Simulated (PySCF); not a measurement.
**Cl⁺: ionisation energy**

Cl⁺ [Ne] 3s2 3p4 (3P) → Cl²⁺ [Ne] 3s2 3p3 (4S), as a difference of total energies. Calculation: PySCF 2.14, in aug-cc-pV(5+d)Z (8s7p6d4f3g2h, 136 functions); no relativity, point nucleus. Correlated levels: valence: [Ne] frozen. The calculations carry no spin-orbit coupling.

**Question.** Order these methods by the ionisation energy they give, lowest first.
A. r2SCAN0
B. PBE0
C. LDA
D. MN15

**Answer.** A (23.799 eV), B (23.840 eV), D (23.938 eV), C (23.979 eV).

A first-order spin-orbit estimate (lowest level to lowest level, LS coupling) adds 0.039 eV.

For comparison: 23.814 eV (measured; NIST Atomic Spectra Database, ionization energies).
